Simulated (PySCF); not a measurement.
**Worked example: refractive index and permittivity of the vapour**

Zr(Cl)2(OH)(NH2) (Cl2H3NOZr), SMILES [NH2][Zr]([OH])([Cl])[Cl], multiplicity 1.

Geometry optimised at B3LYP-D3(BJ)/def2-SVP. The spin state was assumed, not searched. The structure was generated by enumeration; whether it is a known compound was not checked. The def2 effective core potentials stand for the cores of Zr; spin–orbit coupling is left out. One conformer was computed; it need not be the lowest.

r2SCAN/def2-TZVP in PySCF gives a mean static polarisability of 77.3 bohr³ and a dipole moment of 3.65 D. Take an ideal gas at 298.15 K and 0.01 bar, whether or not the substance is that volatile.

Q: Work out n − 1 in the optical limit and the static ε − 1.

A: 
Polarisability volume α' = 77.3 × 0.148185 = 11.45 Å³. Number density N = p/kT = 2.43e-7 Å⁻³.
Dilute limit of Lorentz–Lorenz: n − 1 = 2π N α' = 1.7e-5.
Orientation term of Debye: μ²/(3kT) = 8.098 Å³ × μ²(D²) = 107.88 Å³.
ε − 1 = 4π N (α' + μ²/3kT) = 0.00036. Orientation of the dipole supplies 90 % of the static response; it can't follow optical fields. Vibrational polarisation and dispersion are left out.
